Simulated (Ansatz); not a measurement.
ClF, charge +1, doublet, at a GFN2-xTB geometry (a state made from the parent by changing its charge; the spin is typed, not shown lowest).

Ansatz (a quantum-chemistry and plane-wave program) was given this input:
Ansatz 0.2 input:
```yaml
crystal:
  periodic: [false, false, false]
  atoms:
    - {symbol: F, position_ang: [-0.00000000, -0.00000000, -1.04610145]}
    - {symbol: Cl, position_ang: [0.00000000, 0.00000000, 0.55381842]}
basis:
  gaussian:
    orbitals: 6-31G
hamiltonian:
  xc: r2scan
total_charge: 1
magnetization: {spin_polarized: true, initial_magnetization: 1}
```

Q: Estimate the number of basis functions that R2SCAN/6-31G in Ansatz returns for this input.

A: 22

Q: Estimate the <S^2> that R2SCAN/6-31G returns for this input.

A: 0.751

Q: Estimate the total energy that R2SCAN/6-31G returns for this input.

A: -559.3448 Eh
